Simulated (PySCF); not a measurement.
PySCF input file for C3H10BNO, SMILES CCNB(C)O, HF/pcSseg-1. The structure is a stationary point at B3LYP-D3(BJ)/def2-SVP. Other conformers were not sampled.

```python
import numpy as np
from pyscf import gto, scf, dft
from pyscf.prop.nmr import rhf as nmr

mol = gto.M(
    atom='''
    C     2.52786023   -0.42863810    0.17074666
    C     1.44326597    0.35322564   -0.57058160
    N     0.16155896   -0.32713178   -0.58810517
    B    -1.01132332    0.06975973    0.08646636
    C    -2.34015032   -0.79685713    0.01134224
    O    -0.95549664    1.24416764    0.81141695
    H     2.69017094   -1.41883480   -0.28842717
    H     2.24183435   -0.58925293    1.22225812
    H     3.48947101    0.10999323    0.15084929
    H     1.29406099    1.33137416   -0.09107179
    H     1.78077491    0.55677792   -1.60473826
    H     0.15284696   -1.19786980   -1.10685716
    H    -3.17512614   -0.20559637   -0.40559848
    H    -2.65851136   -1.11960437    1.01887169
    H    -2.23927235   -1.70300354   -0.60690582
    H    -1.79242781    1.45741679    1.23564464
    ''',
    basis='pcSseg-1',
    charge=0,
    spin=0,
    max_memory=1600,
    verbose=3,
)
mf = scf.RHF(mol)
mf.conv_tol = 1e-10
mf.max_cycle = 100
mf.kernel()
n = nmr.NMR(mf)
n.verbose = 2
n.max_cycle_cphf = 60
sigma = n.kernel()
print('atom   isotropic/ppm   span/ppm')
for i, s in enumerate(sigma):
    w = np.linalg.eigvalsh((s + s.T) / 2)
    print(f'{mol.atom_symbol(i):2s}{i + 1:3d} {w.mean():14.3f} {w[2] - w[0]:11.3f}')
```

Output:

```
converged SCF energy = -273.489788537475
atom   isotropic/ppm   span/ppm
C   1        168.590      37.931
C   2        157.328      41.596
N   3        177.927     115.281
B   4         81.551      51.155
C   5        188.736      20.182
O   6        242.189     149.297
H   7         30.623       9.381
H   8         30.462       9.120
H   9         30.677      11.810
H  10         28.299       9.330
H  11         29.303      12.709
H  12         29.626      13.914
H  13         31.491      10.576
H  14         31.481      10.216
H  15         31.667      10.980
H  16         28.668      17.782
```

The run converged.

Cost: very roughly 60 core-seconds.
